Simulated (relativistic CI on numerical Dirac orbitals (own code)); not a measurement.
**One change at a time: Pb XLVI**

Base calculation: Dirac-Coulomb-Breit CI, separate exchange-only KLI orbitals for each configuration, model QED (radiative potential, 1s self-energy scaled to tabulated hydrogen-like ionisation energies), unscaled Slater integrals.

Configuration list (outside the closed core [Ar] 3d10): 4s²4p⁶4d, 4s²4p⁶4f, 4s²4p⁵4d², 4s4p⁶4d², 4s²4p⁵4d4f, 4s4p⁶4d4f, 4s²4p⁶5s, 4s²4p⁶5p, 4s²4p⁶5d, 4p⁶4d²4f, 4s²4p⁵4d5s, 4s²4p⁶5f, 4s²4p⁵4d5p, 4s4p⁶4f5s, 4s²4p⁶5g, 4s4p⁶4d5s, 4s²4p⁵4d5d, 4p⁶4d³, 4p⁵4d⁴, 4p⁵4d³4f, 4p⁶4d4f², 4p⁶4f³, 4p⁵4d²4f², 4p⁵4d4f³, 4p⁶4f²5s, 4s4p⁶4f², 4s4p⁵4f³, 4s4p⁶4f5p, 4s4p⁵4f²5p, 4p⁶4f²5p. Double excitations out of closed p, d and f shells are left out; levels of such configurations are missing from the list, as are those of other unlisted configurations, and high levels can miss mixing partners. These lack a partner that the ground configuration has and come out too high: 4s²4p⁵4d5s, 4s²4p⁵4d5p, 4s²4p⁵4d5d, 4s²4p⁶5d, 4s²4p⁶5f.

Variants: (1) QED terms removed. Shifts of the energy above 4s²4p⁶4d ²D3/2, in eV, for the lowest level and the first level of each name with at least 55 % of one term (blank where a level changes its place among those of its configuration and J or its character, or is not in the variant):

| Level | Base | Δ(1) |
| --- | --- | --- |
| 4s²4p⁶4d ²D3/2 | 0.000 | 0.000 |
| 4s²4p⁶4d ²D5/2 | 33.283 | -0.082 |
| 4s²4p⁵4d² ⁴D°1/2 | 182.920 | +0.351 |
| 4s²4p⁵4d² ⁴G°9/2 | 215.460 | +0.279 |
| 4s²4p⁵4d² ²H°11/2 | 220.631 | +0.278 |
| 4s²4p⁵4d² ²G°9/2 | 230.184 | +0.277 |
| 4s²4p⁵4d² ⁴G°11/2 | 248.817 | +0.202 |
| 4s²4p⁵4d² ²P°1/2 | 251.730 | +0.276 |
| 4s²4p⁶4f ²F°5/2 | 274.214 | +0.100 |
| 4s²4p⁵4d4f ⁴G5/2 | 429.054 | +0.347 |
| 4s²4p⁵4d4f ⁴D1/2 | 440.500 | +0.373 |

At this charge energies of transitions that change n are usually good to better than 1 %, and those within a shell (Δn = 0) to a few per cent.

Ionisation energy from the two ground configurations alone: base 2292.68 eV. The NIST ASD value (theoretical) is 2292 eV.

LS names give the leading component of a level, which can be under half, so a name can repeat, a term be missing and a line seem to break the LS rules.
